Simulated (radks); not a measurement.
Problem. Method: scalar-relativistic Kohn-Sham, LB94 model potential, spin-polarised, spherical densities, finite nucleus; open shells are filled with parallel spins first (spin-orbit coupling, left out, can overturn this in heavy ions); Fermi nuclear charge, rms radius of each element as measured or else 0.836 A^(1/3) + 0.57 fm; computed with a radial shooting solver on a logarithmic mesh with Libxc functionals. Response by self-consistent Sternheimer equations with the Hartree and adiabatic LDA kernel, the relativistic mass of each level held fixed and spin-orbit coupling left out. For heavy and open-shell atoms this level of theory can miss by tens of per cent. Rank Er, Au, Cd3+, Nb3+, W+, Ne+, Mg2+, K, Hg, Hg+ (NIST ground configurations) by static dipole polarisability, largest first.

Solution. K 181.0, Er 104.8, W+ 30.09, Au 27.84, Hg 27.73, Hg+ 16.21, Nb3+ 5.827, Cd3+ 3.753, Ne+ 1.324, Mg2+ 0.4977 bohr^3.
